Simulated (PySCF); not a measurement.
NiF₄, quintet: data card

All numbers come from UB3LYP/[Ni def2-SVP, F def2-SVP], no relativity, density fitting, PySCF.

The structure is a minimum.

* Point group: D2d
* Bond lengths: Ni–F 1.747 Å (×4)
* Bond angles: F–Ni–F 106.7° (×2), F–Ni–F 110.9° (×4)
* Dipole moment: 0.00 D
* Enthalpy at 298.15 K above 0 K: 19.55 kJ/mol
* Zero-point energy: 20.3 kJ/mol
* Heat capacity Cp at 298.15 K: 88.3 J/(mol K)
* Principal polarisabilities: 34.8, 36.1, 36.1 bohr³
* Highest occupied level (β): -10.89 eV
* Entropy at 298.15 K and 1 bar (electronic part: spin only): 344.9 J/(mol K)
* Principal quadrupole moments (Buckingham, traceless) about the centre of mass: -0.37, 0.18, 0.18 D Å
* Lowest empty level (β): -8.44 eV
* Atomisation energy without zero-point energy: 1233 kJ/mol
* Spin squared ⟨S²⟩: 6.013
* Rotational symmetry number: 4
* Rotational constants: 0.113, 0.1071, 0.1071 cm⁻¹

Harmonic modes (masses in u: Ni 57.935, F 18.998):
| symmetry | ω (cm⁻¹) | IR (km/mol, summed over degenerate members) | μ (u) | type |
| --- | --- | --- | --- | --- |
| b1 | 69 | 0.0 | 19.00 | bend |
| e | 172 | 27.4 | 23.57 | bend |
| a1 | 187 | 0.0 | 19.00 | bend |
| b2 | 222 | 6.1 | 22.66 | bend |
| a1 | 599 | 0.0 | 19.00 | stretch |
| e | 647 | 61.2 | 23.38 | stretch |
| b2 | 681 | 17.5 | 24.35 | stretch |

In D2d the vibrations span b1 + 2e + 2a1 + 2b2. The a1, b1 modes carry no infrared intensity, as symmetry demands.

Charges (e):
```csv
atom,Mulliken,Löwdin,polar tensor,spin (Mulliken),Mayer order to Ni1
Ni1,1.11,0.73,1.09,2.07,–
"F2,3,4,5",-0.28,-0.18,-0.27,0.48,0.94
```

Mulliken populations on Ni1: s 6.34, p 12.63, d 7.91, f 0.00.

Formally Ni is in oxidation state +4, d6, with 4 unpaired electrons (the high-spin count). The Mulliken spin on Ni is 2.07. The polar-tensor charge on Ni, 1.09, is far below the formal one.

This need not be the most stable arrangement of these atoms. Open d and f shells are described by one determinant, and the ground state may have another occupation or spin.

The final relaxation and frequency run took 73 s on 2 threads of a shared Intel Xeon Platinum 8259CL @ 2.50GHz (Skylake/Cascade Lake) host, with 87 basis functions and 8 gradients; the process peaked at 1.3 GiB. Launch command: `OMP_NUM_THREADS=2 python axn.py task.json out`.
